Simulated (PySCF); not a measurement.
Compound: C8H4O.
Geometry (PBE0-D3(BJ)/def2-SVP, Å), atoms numbered from 1 in this order:
```
atom  x, y, z in Å
C1    -3.727   -0.934   -0.775
C2    -2.674   -0.966   -0.175
C3    -1.453   -1.026    0.553
C4    -0.346   -0.416    0.200
C5     0.763    0.231   -0.122
C6     1.773   -0.332   -0.959
C7     2.662   -0.760   -1.664
C8     0.982    1.626    0.411
O9     0.230    2.195    1.149
H10   -4.657   -0.899   -1.311
H11   -1.436   -1.626    1.475
H12    3.443   -1.151   -2.291
H13    1.931    2.089    0.045
```

Theory: PySCF, PBE0-D3(BJ)/def2-SVP geometry optimisation, gas phase.

Masses are those of the commonest isotopes; rigid-rotor values at the optimised geometry. The values belong to one conformer with, in the numbering `[CH:1]#[C:2][CH:3]=[C:4]=[C:5]([C:6]#[CH:7])[CH:8]=[O:9]`, C4–C5–C8–O9 2°.

Question: Give the principal moments of inertia and the rotational constants in MHz.

Answer: Ia = 219.59, Ib = 513.10, Ic = 681.63 u·Å²; 505379 MHz·u·Å²/I gives A = 2301, B = 985.0, C = 741.4 MHz.

Question: Classify the top.

Answer: An asymmetric top; Ray's κ = -0.688.

Question: What does the inertial defect say?

Answer: Not planar: Δ = Ic − Ia − Ib = -51.05 u·Å². For a rigid frame Δ = −2 Σ m c², so Σ m c² = 25.53 u·Å² lies off the ab plane: 6.14 from hydrogen and 19.39 from heavier atoms. The atom farthest from that plane is 1.95 Å away.

Question: Give the other two planar moments, Paa and Pbb, and the rms extents of the mass along the axes.

Answer: Paa = Σ m a² = (Ib + Ic − Ia)/2 = 487.57 and Pbb = Σ m b² = (Ia + Ic − Ib)/2 = 194.06 u·Å². With the mass M = 116.03 u, the rms extents √(P/M) along a, b and c are 2.05, 1.29, 0.47 Å.

Question: Where do the levels up to J = 2 lie, in cm⁻¹?

Answer: Above 0(0,0):
J = 1: 1(0,1) 0.0576, 1(1,1) 0.1015, 1(1,0) 0.1096
J = 2: 2(0,2) 0.1717, 2(1,2) 0.2085, 2(1,1) 0.2329, 2(2,1) 0.3647, 2(2,0) 0.3657
Those of J = 1 are B + C, A + C and A + B.

Question: Which lines would a microwave search look for?

Answer: The dipole components are |μa| = 0.13 D, |μb| = 2.21 D, |μc| = 0.15 D. Intensities carry the squares of the components, which stand as 0.00 : 1.00 : 0.00 (a : b : c). Some lines, for components of 0.1 D or more:

| type | branch | J(Ka,Kc) | MHz | lower level (cm⁻¹) |
| --- | --- | --- | --- | --- |
| c | Q | 3(1,3) ← 3(0,3) | 840 | 0.340 |
| c | Q | 2(1,2) ← 2(0,2) | 1104 | 0.172 |
| c | Q | 1(1,1) ← 1(0,1) | 1317 | 0.058 |
| b | Q | 2(1,1) ← 2(0,2) | 1834 | 0.172 |
| b | R | 2(0,2) ← 1(1,1) | 2105 | 0.102 |
| c | Q | 2(2,1) ← 2(1,1) | 3950 | 0.233 |
| b | R | 3(0,3) ← 2(1,2) | 3955 | 0.209 |
| b | Q | 2(2,0) ← 2(1,1) | 3980 | 0.233 |
| b | Q | 2(2,1) ← 2(1,2) | 4680 | 0.209 |
| a | R | 3(1,3) ← 2(1,2) | 4796 | 0.209 |
| c | R | 2(1,1) ← 1(0,1) | 5256 | 0.058 |
| a | R | 3(1,2) ← 2(1,1) | 5524 | 0.233 |
| b | Q | 3(3,1) ← 3(2,2) | 7210 | 0.537 |
| c | R | 3(1,2) ← 2(0,2) | 7358 | 0.172 |
| b | R | 2(2,0) ← 1(1,1) | 7920 | 0.102 |
| b | R | 3(2,2) ← 2(1,1) | 9129 | 0.233 |
| c | R | 3(3,0) ← 2(2,0) | 12360 | 0.366 |
| c | R | 3(3,1) ← 2(2,1) | 12389 | 0.365 |

Question: Estimate the classical rotational partition function at 10 K, 25 K and 100 K.

Answer: Point group C1, symmetry number σ = 1; q = (√π/σ)·√((kT/h)³/(ABC)), k/h = 20836.6 MHz/K: 4110 at 10 K, 16300 at 25 K, 130000 at 100 K.

No PBE0-D3(BJ)/def2-SVP frequencies stand behind this structure, so it isn't proved a minimum. These are rigid-rotor constants of the computed structure; measured ground-state constants (B0) also hold zero-point vibration.

Time: 56 s wall; peak memory 0.72 GiB. Hardware: one thread of an Intel Xeon Platinum 8375C at 2.90 GHz, no GPU, shared host. These figures are those of the optimisation.
